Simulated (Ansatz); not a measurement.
Program: Ansatz. Geometries: PBE0-D4/def2-TZVP. ΔE: electronic, gas phase. CCSD(T)/CBS adds triple-zeta CCSD(T) − MP2 to the extrapolated MP2 energy (def2 sets, frozen cores). DFT in def2-TZVPP. B3LYP here is the variant with VWN-RPA as its local correlation; programs differ in this. Each species was taken in one conformer, which may not be the lowest.

Consider the substitution at a C–C bond: `CCCCC` + `N[SiH2][AlH2]` → `CN[SiH2][AlH2]` + `CCCC`.

`CCCCC`:

```xyz
17

C     0.831   -2.267   -0.118
C     0.778   -0.754    0.014
C    -0.504   -0.161   -0.548
C    -0.571    1.360   -0.500
C    -0.597    1.936    0.907
H     1.760   -2.675    0.286
H     0.762   -2.573   -1.166
H     0.001   -2.737    0.416
H     0.886   -0.480    1.068
H     1.636   -0.309   -0.505
H    -0.617   -0.491   -1.588
H    -1.362   -0.578   -0.005
H    -1.466    1.691   -1.038
H     0.282    1.775   -1.050
H     0.320    1.710    1.456
H    -1.435    1.529    1.481
H    -0.705    3.023    0.888
```

`N[SiH2][AlH2]`:

```xyz
9

N    -0.938   -0.927   -1.034
Si   -0.334   -0.493    0.529
Al    1.342    1.288    0.288
H    -1.099   -0.204   -1.717
H    -1.622   -1.661   -1.127
H     0.259   -1.719    1.140
H    -1.385   -0.061    1.512
H     2.344    1.645    1.470
H     1.433    2.133   -1.060
```

`CN[SiH2][AlH2]`:

Cartesian coordinates in Å:
```
C 0.467 -0.215 -1.759
N 0.786 -0.892 -0.520
Si 0.630 -0.081 1.004
Al -1.597 0.857 1.547
H 0.882 -0.756 -2.613
H 0.926 0.778 -1.761
H -0.610 -0.082 -1.933
H 0.550 -1.872 -0.532
H 1.642 1.020 1.045
H 1.013 -1.079 2.048
H -1.827 1.731 2.859
H -2.863 0.592 0.613
```

`CCCC`:

Cartesian coordinates in Å:
```
C 1.094 0.131 -1.605
C 0.523 0.494 -0.245
C -0.524 -0.493 0.245
C -1.093 -0.131 1.605
H 0.309 0.096 -2.365
H 1.843 0.855 -1.934
H 1.572 -0.853 -1.581
H 0.080 1.496 -0.287
H 1.333 0.553 0.491
H -0.082 -1.496 0.284
H -1.335 -0.551 -0.491
H -1.569 0.853 1.584
H -0.307 -0.099 2.365
H -1.843 -0.855 1.934
```

```json
{"level": "PBE-D4", "ΔE (kcal/mol)": "8.8"}
{"level": "PBE0-D4", "ΔE (kcal/mol)": "9.5"}
{"level": "B3LYP-D4", "ΔE (kcal/mol)": "8.9"}
{"level": "B3LYP", "ΔE (kcal/mol)": "8.8"}
{"level": "MP2/def2-TZVPP", "ΔE (kcal/mol)": "10.8"}
{"level": "HF/def2-QZVPP", "ΔE (kcal/mol)": "9.0"}
{"level": "HF/CBS(def2)", "ΔE (kcal/mol)": "9.0"}
{"level": "CCSD/CBS(def2)", "ΔE (kcal/mol)": "10.5"}
```

Task: What does CCSD(T)/CBS give? (An estimate is asked.)

Result: Computed: +10.4 kcal/mol. The listed levels differ from it by -1.6, -0.9, -1.5, -1.6, 0.4, -1.4, -1.4, 0.1 kcal/mol.

Largest T1 diagnostic among the species: 0.011.

In def2-TZVPP, CCSD(T) changes the Hartree–Fock value by +1.1 kcal/mol (the triples alone add −0.0 kcal/mol) and MP2 by +1.7 kcal/mol.
